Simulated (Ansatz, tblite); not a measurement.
Removing and adding an electron: Si5W4. The state is a singlet with charge 0. Geometry: PBE-D4/def2-SVP. Ansatz, gas phase; energy differences of separate SCF runs; the oxidised species was run as a doublet alone; the reduced species was run as a doublet alone.

| atom | x (Å) | y (Å) | z (Å) |
| --- | --- | --- | --- |
| W1 | -0.901 | 0.999 | 1.855 |
| W2 | -1.990 | -0.474 | 0.282 |
| W3 | -0.702 | 1.876 | -0.389 |
| W4 | 1.407 | 0.986 | 1.140 |
| Si5 | -0.915 | -0.015 | -1.935 |
| Si6 | 0.151 | -1.216 | 1.457 |
| Si7 | 1.350 | 0.939 | -1.362 |
| Si8 | 1.953 | -1.057 | -0.228 |
| Si9 | -0.353 | -2.037 | -0.821 |

In the def2 sets W takes a core potential; there is no spin–orbit coupling. The xTB rows come from tblite. HOMO above LUMO, or a gap near zero within one spin, warns that the state may not be the lowest or that an electron is smeared out. The structure comes from a short search, and lower isomers may exist.

```tsv
level	−HOMO (eV)	vertical IE (eV)	−LUMO (eV)	vertical EA (eV)	HOMO–LUMO gap (eV)	IE − EA (eV)	remarks
GFN2-xTB	9.29	11.65	9.21	6.80	0.09	4.85	–
PBE-D4/def2-TZVP	3.87	5.90	3.35	1.79	0.52	4.12	gap within one spin near zero (-1 doublet), restricted SCF unstable in HF (singlet), spin-contaminated (⟨S²⟩ 0.84) (-1 doublet)
r2SCAN-D4/def2-TZVP	3.93	5.82	3.21	–	0.72	–	restricted SCF unstable in HF (singlet)
```

Task: Estimate the rows for GFN1-xTB, PBE0-D4/def2-TZVP.

Result: 
| level | −HOMO (eV) | vertical IE (eV) | −LUMO (eV) | vertical EA (eV) | HOMO–LUMO gap (eV) | IE − EA (eV) | remarks |
| --- | --- | --- | --- | --- | --- | --- | --- |
| GFN1-xTB | 9.51 | 11.34 | 8.58 | 6.78 | 0.93 | 4.57 | – |
| PBE0-D4/def2-TZVP | 4.52 | 5.83 | 2.71 | 1.79 | 1.81 | 4.04 | restricted SCF unstable in HF (singlet) |

Run but left out: r2SCAN-D4/def2-TZVP (charge -1 doublet: ⟨S²⟩ 1.31, where a pure state has 0.75).   Raw xTB energy differences between charge states are shifted by several eV; the methods need an empirical correction for them. Sets without diffuse functions give affinities that are too small.
